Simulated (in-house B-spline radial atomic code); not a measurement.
## How G0W0 and RPA depend on the start: In IX (In8+)

Configuration [Kr] 4d5, highest spin. Computed with an all-electron radial atomic-structure program (B-spline basis): all electrons, non-relativistic, point nucleus, each spin shell either full or empty, empty states to l = 9 with an (l + 1/2)⁻⁴ tail; G0W0 by contour deformation at full frequency.

Without relativity these are model numbers: it shifts the levels of so heavy an element strongly and can reorder them.

| start | mean-field 4d up (eV) | G0W0 (eV) | QP weight | RPA correlation (Eh) |
| --- | --- | --- | --- | --- |
| Hartree-Fock | -159.55 | -159.90 | 0.979 | -2.9293 |
| LDA VWN5 | -147.93 | -159.46 | 0.967 | -3.1533 |
| PBE | -147.96 | -159.41 | 0.967 | -3.1495 |
| PBE0 | -151.19 | -159.53 | 0.971 | -3.0889 |
| r2SCAN | -148.93 | -159.48 | 0.969 | -3.1098 |
| HSE06 | -150.73 | ? | ? | ? |
| B3LYP (VWN-RPA) | -150.38 | -159.53 | 0.970 | -3.1019 |
| SCAN | -148.85 | -159.45 | 0.969 | -3.1078 |
| TPSS | -148.04 | -159.45 | 0.968 | -3.1378 |
| BHandHLYP | -154.05 | -159.68 | 0.974 | -3.0331 |
| CAM-B3LYP | -152.36 | -159.61 | 0.972 | -3.0811 |
| LC-wPBE | -153.51 | -159.62 | 0.973 | -3.0873 |
| wB97X | -153.23 | -159.47 | 0.974 | -3.0723 |
| PBEsol | -147.88 | -159.42 | 0.967 | -3.1509 |
| BLYP | -147.62 | ? | ? | ? |
| r2SCAN0 | -151.86 | -159.58 | 0.972 | -3.0621 |
| LDA exchange-only | -146.30 | -159.59 | 0.967 | -3.1528 |

**Question.** What G0W0 level, weight and RPA correlation energy follow from the HSE06 start?

**Answer.** G0W0 level -159.54 eV, weight 0.971, RPA correlation -3.0927 hartree.

**Question.** What G0W0 level, weight and RPA correlation energy follow from the BLYP start?

**Answer.** G0W0 level -159.43 eV, weight 0.967, RPA correlation -3.1506 hartree.

**Question.** How much of the dependence on the start does G0W0 remove?

**Answer.** The mean-field levels span 13.3 eV and the G0W0 levels 0.488 eV. Against 156 ± 2.2 eV (NIST, tabulated theory) the G0W0 removal energies are off by +3.41 to +3.90 eV, with relativity, Breit and QED terms left out.
